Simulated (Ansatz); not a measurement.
Ag2O⁺. Charge 1, multiplicity 2. Geometry PBE0-D4/def2-TZVP, that of the neutral singlet; atoms count from 1.

```csv
atom,x (Å),y (Å),z (Å)
Ag1,-0.9357,0.6964,-1.0507
Ag2,1.4611,-0.2514,0.5162
O3,-0.5254,-0.4450,0.5346
```

In the def2 sets Ag takes a core potential; there is no spin–orbit coupling. The structure comes from a short search, and lower isomers may exist.

Q: Estimate the Mulliken populations from the PBE0/def2-TZVP orbitals of Ansatz.

A: 
```csv
atom,charge (e),spin (α − β),d electrons
Ag1,0.72,0.00,9.87
Ag2,0.72,0.00,9.87
O3,-0.45,1.00,–
```
Mulliken values and Mayer orders depend strongly on the basis.

Q: Where does the spin sit?

A: Summed by element: Ag 0.00, O 1.00, of 1 unpaired in all. Largest on single atoms: O3 1.00, Ag1 0.00, Ag2 0.00.

Q: And the Mayer bond orders between bonded heavy atoms (over 0.3)?

A: Ag1–O3 0.62 (2.00 Å); Ag2–O3 0.62 (2.00 Å).
